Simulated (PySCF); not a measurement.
All values below come from PBE0-D3(BJ)/def2-TZVP in PySCF. Isolated molecules, 0 K electronic values unless said otherwise. One relaxed conformer stands for a flexible species; it need not be the lowest. 

Reference species (SMILES): `C[SiH](C)[SiH3]` (neutral, multiplicity 1).

```yaml
HOMO–LUMO gap: 8.14 eV
HOMO: -7.74 eV
```

Changed species: `[SiH2]([SiH2]C)C` (C–Si–Si–C torsion 180°).

**Question.** Give the shifts of the HOMO–LUMO gap and HOMO.

**Answer.** the HOMO–LUMO gap falls by 0.39 eV, to 7.75 eV; the HOMO rises by 0.04 eV, to -7.70 eV.
